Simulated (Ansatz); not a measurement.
Species: C$_{3}$H$_{7}$O (charge -1, singlet). It need not be the lowest isomer of its formula. Whether it binds its extra electron was not tested at this geometry. 
Geometry from a B3LYP-D3(BJ)/def2-TZVP (Ansatz, a quantum-chemistry and plane-wave program) optimisation:
```xyz
11

C     -1.7994    -0.1955    -0.3055
C     -0.5125    -0.0350     0.5026
C      0.7816     0.0673    -0.3702
O      1.9055     0.2065     0.3082
H     -1.7573    -1.0987    -0.9242
H     -1.9372     0.6523    -0.9855
H     -2.6958    -0.2656     0.3217
H     -0.5599     0.8667     1.1250
H     -0.3802    -0.8822     1.1863
H      0.5433     0.9119    -1.1060
H      0.7250    -0.8570    -1.0440
```
Charge -1, spin multiplicity 1.

Basis-set convergence of Hartree-Fock and CCSD(T) correlation energies (hartree) with Ansatz. Correlated levels leave the core frozen unless marked. No spin-orbit coupling. No relativistic terms. This anion needs diffuse functions, which these sets lack.

```json
[
 {"basis": "cc-pVDZ", "functions": "91", "E(HF)": "-192.48138", "E(corr, CCSD(T))": "-0.69637", "rough core time": "under 20 s"},
 {"basis": "cc-pVTZ", "functions": "218", "E(HF)": "(withheld)", "E(corr, CCSD(T))": "(withheld)", "rough core time": "100 s"}
]
```

### Question
Some entries are withheld; supply them.

### Answer

- cc-pVTZ, E(HF): -192.54981
- cc-pVTZ, E(corr, CCSD(T)): -0.85450
